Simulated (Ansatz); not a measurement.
`F[SiH](F)[SiH2]` radical at its PBE0-D4/def2-TZVP geometry, where that method's forces vanish. Total charge 0; spin multiplicity 2.

```xyz
7

F    -1.1511    0.0581   -1.6587
Si    0.2173   -0.2179   -0.8914
F     1.2892    0.7784   -1.5181
Si    0.0686    0.2029    1.3889
H     0.6300   -1.6025   -1.2119
H    -0.7305   -0.8062    2.1321
H    -0.3235    1.5872    1.7591
```

**Question.** What forces (eV/Å) does ωB97M-V/def2-TZVPP give on these atoms in Ansatz? (Estimate.)

**Answer.** Ansatz gave: 
```
F1  -0.127  0.022 -0.063
Si2  0.053 -0.268  0.172
F3   0.105  0.093 -0.043
Si4 -0.101  0.028  0.028
H5  -0.049  0.170  0.043
H6   0.082  0.114 -0.090
H7   0.037 -0.159 -0.048
```
